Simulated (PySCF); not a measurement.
Radial density of W⁷¹⁺ (tungsten, charge +71)

B97-3, [He] 2s1, 2S determinant. Computed with PySCF 2.14 in an uncontracted even-tempered set (17 s from 51 bohr⁻², ratio 2.2; 8 p from 78 bohr⁻², ratio 2.4; 5 d from 230 bohr⁻², ratio 2.4; 5 f from 350 bohr⁻², ratio 2.4; 4 g from 520 bohr⁻², ratio 2.4), with the non-relativistic Hamiltonian (point nucleus).

| r (bohr) | 4πr²ρ (e/bohr) | 4πr²(ρα − ρβ) |
| --- | --- | --- |
| 0.000327 | 0.3470 | 0.0199 |
| 0.000550 | 0.9499 | 0.0544 |
| 0.000925 | 2.542 | 0.1456 |
| 0.00156 | 6.550 | 0.3743 |
| 0.00262 | 15.83 | 0.8993 |
| 0.00440 | 34.36 | 1.9164 |
| 0.00741 | 62.17 | 3.2715 |
| 0.0125 | 82.60 | 3.5345 |
| 0.0210 | 64.94 | 0.9617 |
| 0.0352 | 23.68 | 1.5428 |
| 0.0593 | 14.01 | 12.1699 |
| 0.0997 | 9.323 | 9.3090 |
| 0.168 | 0.7057 | 0.7057 |
| 0.282 | 0.002081 | 0.0021 |

A non-relativistic calculation at this Z misses sizeable relativistic shifts.
